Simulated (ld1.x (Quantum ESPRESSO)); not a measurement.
## Varying the TM potential for Ga (Z = 31)

Base potential:

ld1.x (Quantum ESPRESSO) 7.5 input, shortened:

```
&input
   title='Ga', zed=31., rel=1, dft='PZ', iswitch=3,
   config='[Ar] 3d10 4s2 4p0 4d-2'
 /
 &inputp
   pseudotype=2, tm=.true., lloc=0,
   nlcc=.false.
 /
3
4P  2  1   0.00   0.00  1.65  1.65  0.0
4D  3  2  -2.00  -0.20  1.65  1.65  0.0
4S  1  0   2.00   0.00  1.40  1.40  0.0
 &test
   configts(1)='4s2 4p0'
 /
```

All-electron outer shells of the reference configuration (LDA (PZ), scalar-relativistic, ld1.x):

```json
{"shell": "4s", "level (eV)": "-16.66", "outermost node (bohr)": "0.81", "outermost maximum (bohr)": "1.85"}
{"shell": "4p", "level (eV)": "-9.30", "outermost node (bohr)": "0.87", "outermost maximum (bohr)": "2.29"}
```

Cutoffs, loose and tight: the cutoffs (Ry, on a coarse ladder) from which the occupation-weighted sum of valence levels, in a spherical-Bessel basis at the reference potential, stays within 10 and 1 mRy of its value at 400 Ry. They do not see the model core or the augmentation charge, which bear on the density cutoff. Test errors are all-electron minus pseudo excitation energies from the reference, over the configurations 4s2 4p1; 4s1 4p0; 4s2 4p0.5; 4s1 4p1; 4s1 4p2; 4s0 4p3; 4s2 4p1.3 (two spin-polarised tests are not counted in the largest error). A dash means not determined; rows that change the core or the reference have their own tests.

A true bound ghost makes a file unfit for plane-wave use even where its test errors are small: the radial tests pick states by their node count and pass the ghost by.

| change | outcome | cutoff, loose | cutoff, tight | bound ghosts | largest test error (meV) |
| --- | --- | --- | --- | --- | --- |
| base | generated | 35 Ry | 80 Ry | p, d | +102 |
| wave 4d channel at -0.2 Ry: rc 1.65 bohr becomes 4d channel at -0.2 Ry: rc 1.12 bohr | generated | 35 Ry | 80 Ry | p | +102 |
| wave 4d channel at -0.2 Ry: rc 1.65 bohr becomes 4d channel at -0.2 Ry: rc 1.30 bohr | generated | 35 Ry | 80 Ry | p | +102 |
| wave 4d channel at -0.2 Ry: rc 1.65 bohr becomes 4d channel at -0.2 Ry: rc 1.58 bohr | generated | 35 Ry | 80 Ry | p, d | +102 |
| wave 4d channel at -0.2 Ry: rc 1.65 bohr becomes 4d channel at -0.2 Ry: rc 1.78 bohr | generated | 35 Ry | 80 Ry | p, d | +102 |
| wave 4d channel at -0.2 Ry: rc 1.65 bohr becomes 4d channel at -0.2 Ry: rc 2.00 bohr | generated | 35 Ry | 80 Ry | p, d | +102 |
| wave 4d channel at -0.2 Ry: rc 1.65 bohr becomes 4d channel at -0.2 Ry: rc 2.22 bohr | generated | 35 Ry | 80 Ry | p, d | +102 |
| wave 4d channel at -0.2 Ry: rc 1.65 bohr becomes 4d channel at -0.2 Ry: rc 2.46 bohr | generated | 35 Ry | 80 Ry | d, p | +102 |

Reading the sweep of the d radius (base included, trends over the rows without a ghost): Bound ghosts are found at 1.12, 1.3, 1.58, 1.65, 1.78, 2, 2.22, 2.46 bohr. Every judged row has one, so this setting neither creates nor removes them.
